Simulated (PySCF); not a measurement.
Problem. What does the PBE0-D3(BJ)/def2-SVP structure of InChI=1S/C5H4F2/c1-3-4(2)5(6)7/h1,5H,2H2 look like in three dimensions?

Solution. 
```
atom  x, y, z in Å
C1     2.0523   -1.4160    0.0447
C2     1.1352   -0.6261   -0.0340
C3     0.0256    0.2650   -0.1371
C4     0.1518    1.5879   -0.3141
C5    -1.3362   -0.3860   -0.0440
F6    -2.3152    0.5363   -0.1238
F7    -1.4615   -1.0271    1.1375
H8     2.8732   -2.1049    0.1213
H9     1.1364    2.0529   -0.3834
H10   -0.7355    2.2182   -0.3935
H11   -1.4884   -1.1264   -0.8498
```

Any rigid rotation of these coordinates is as good. Atoms count from 1 in this order. The C–C distances run from 1.213 Å (C1≡C2, drawn triple) to 1.512 Å (C3–C5, drawn single), a spread of 0.299 Å. Of the pairs four or more bonds apart, F6···H10 is among the closest relative to their van der Waals radii: 2.32 Å, 87 % of the sum of Bondi's values.

Bonds between heavy atoms (Å): C1≡C2 1.213, C2–C3 1.427, C3=C4 1.341, C3–C5 1.512, C5–F6 1.347, C5–F7 1.350.

Level of theory: PySCF, PBE0-D3(BJ)/def2-SVP geometry optimisation, gas phase.

Point group: C1 (no symmetry element, even within 0.4 Å). PBE0-D3(BJ)/def2-SVP frequencies: not computed here. One conformer, not necessarily the lowest (C2–C3–C5–F6 179°).

On one thread of an Arm Neoverse V1, on a shared host, this took 56 s wall and 0.51 GiB of memory at its peak. This is the geometry optimisation.
